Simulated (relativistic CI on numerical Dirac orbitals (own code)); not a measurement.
A reference radial Dirac CI calculation of Co gave the lowest total energy -1391.20221 Ha in 25 SCF steps, from this input:

```
atom Co  Z=27  charge=0  electrons=27
nucleus A=59  rms_radius_fm=3.7875
hamiltonian dirac-coulomb  breit=on  qed=on  c_scale=1
orbitals kli  potential=per-configuration
slater_scale 1
correlation none
mixing on
grid step=0.0125 r_max=149
scf mixing=0.4 start=green max_iterations=150 tolerance=2e-08 node_fill=0.05
configurations
  [Ar] 3d7 4s2
  [Ar] 3d8 4s
end
```

One setting was then changed, and the output read:

```
SCF 1: [Ar] 3d7 4s2
 iter      energy (Ha)   residual   last orbital (Ha)
    1     -1390.872376   6.69e-01     -0.39432
    2     -1391.900677   1.92e-01     -0.29503
    3     -1391.963771   1.06e-01     -0.28595
    4     -1391.983201   8.46e-03     -0.27052
    5     -1391.984158   3.71e-03     -0.27121
    6     -1391.983808   1.27e-03     -0.27093
    7     -1391.983903   8.97e-05     -0.27115
    8     -1391.983906   1.01e-04     -0.27114
    9     -1391.983901   2.25e-06     -0.27112
   10     -1391.983901   4.27e-08     -0.27112
   11     -1391.983901   2.28e-09     -0.27112
SCF 2: [Ar] 3d8 4s
 iter      energy (Ha)   residual   last orbital (Ha)
    1     -1390.126830   9.21e-01     -0.39432
    2     -1391.801666   2.36e-01     -0.26748
    3     -1391.937760   1.39e-01     -0.30366
    4     -1391.958218   8.15e-02     -0.28370
    5     -1391.967260   2.03e-02     -0.24953
    6     -1391.966435   3.24e-03     -0.23924
    7     -1391.966465   2.75e-03     -0.23844
    8     -1391.966563   1.43e-03     -0.23607
    9     -1391.966563   6.35e-04     -0.23493
   10     -1391.966555   2.29e-04     -0.23447
   11     -1391.966552   1.19e-05     -0.23415
   12     -1391.966552   1.54e-07     -0.23416
   13     -1391.966552   6.73e-08     -0.23416
   14     -1391.966552   3.22e-09     -0.23416
orbital energies (Ha): 2p1/2 -28.7283  2p3/2 -28.1843  3s -3.8835  3p1/2 -2.5737  3p3/2 -2.5069  3d3/2 -0.4094  3d5/2 -0.4024  4s -0.2711
configuration averages (Ha): Dirac-Coulomb, Breit, QED
  3d7 4s2                      -1391.983901    0.000000    0.356364
  3d8 4s                       -1391.966552    0.000000    0.356161
levels: no., configuration, term, J, E (cm-1), weight
   1 3d7 4s2                4F   9/2              0.0  1.00
   2 3d7 4s2                4F   7/2            832.6  1.00
   3 3d7 4s2                4F   5/2           1445.5  1.00
   4 3d7 4s2                4F   3/2           1866.3  1.00
   5 3d8 4s                 4F   9/2          14181.4  1.00
   6 3d8 4s                 4F   7/2          14895.0  0.99
   7 3d8 4s                 4F   5/2          15464.4  1.00
   8 3d8 4s                 4F   3/2          15868.1  1.00
   9 3d7 4s2                2G   9/2          18240.7  0.98
  10 3d7 4s2                4P   5/2          18421.9  1.00
  11 3d7 4s2                4P   3/2          18651.8  0.96
  12 3d7 4s2                2G   7/2          19032.7  1.00
  13 3d7 4s2                4P   1/2          19043.1  0.98
  14 3d8 4s                 2F   7/2          20736.3  0.99
lowest total energy -1391.733839 Ha
end: converged
```

**Question.** Which setting was changed?
A. node fill of the KLI weights
B. charge
C. Breit term
D. configuration list

**Answer.** C. The Breit term off.
